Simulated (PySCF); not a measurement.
**Nuclear quadrupole coupling in `C=C1CC(CCl)=C1F`**

Species: C6H6ClF.
Structure used (GFN2-xTB), in Å, numbered top down from 1:
```xyz
14
C6H6ClF angstrom
C     -2.303    0.285    1.181
C     -1.147    0.127    0.562
C      0.318    0.045    0.989
C      0.607   -0.169   -0.491
C      1.866   -0.368   -1.223
Cl     2.847    1.151   -1.173
C     -0.695   -0.067   -0.808
F     -1.365   -0.148   -1.960
H     -3.233    0.302    0.638
H     -2.356    0.403    2.250
H      0.560   -0.795    1.638
H      0.724    0.963    1.408
H      1.691   -0.594   -2.275
H      2.486   -1.136   -0.759
```

Field gradients from the PBE0/pcSseg-1 density (PySCF, non-relativistic), principal values in atomic units, ordered |Vxx| ≤ |Vyy| ≤ |Vzz|:

```csv
atom,Vxx,Vyy,Vzz
Cl6,-1.9633,-2.0995,4.0628
```

Q: Find the asymmetry η = (Vxx − Vyy)/Vzz and the couplings χ = eQV/h (234.96 MHz × Q in barn × V in au), with Q(35Cl) = −0.0817 b.

A: 
| atom | environment | nucleus | η | χzz (MHz) | χxx (MHz) | χyy (MHz) |
| --- | --- | --- | --- | --- | --- | --- |
| Cl6 | alkyl chlorine | 35Cl | 0.03 | -77.99 | 37.69 | 40.30 |

The gradient is axial or nearly so (η below 0.05) at Cl6. 

Q: What is Vzz at Cl6 in SI units (1 au = 9.71736 × 10²¹ V/m²)?

A: 4.0628 au = 39.480 × 10²¹ V/m².

Q: What couplings would deuterons (Q(2H) = 0.00286 b) have in place of the hydrogens, at this geometry?

A: 
```json
{"atom": "H9", "bonded to": "C1", "bond length (Å)": "1.077", "Vzz (au)": "0.3364", "η": "0.05", "χzz (kHz)": "226"}
{"atom": "H10", "bonded to": "C1", "bond length (Å)": "1.076", "Vzz (au)": "0.3381", "η": "0.05", "χzz (kHz)": "227"}
{"atom": "H11", "bonded to": "C3", "bond length (Å)": "1.088", "Vzz (au)": "0.3122", "η": "0.01", "χzz (kHz)": "210"}
{"atom": "H12", "bonded to": "C3", "bond length (Å)": "1.088", "Vzz (au)": "0.3108", "η": "0.01", "χzz (kHz)": "209"}
{"atom": "H13", "bonded to": "C5", "bond length (Å)": "1.089", "Vzz (au)": "0.2994", "η": "0.04", "χzz (kHz)": "201"}
{"atom": "H14", "bonded to": "C5", "bond length (Å)": "1.091", "Vzz (au)": "0.2987", "η": "0.04", "χzz (kHz)": "201"}
```

Geometry: GFN2-xTB, one conformer, isolated molecule. GFN2-xTB bond lengths can be off by several hundredths of an ångström, more for odd bonds, and the gradients follow them. With a basis this small, the couplings can be 20 % off.
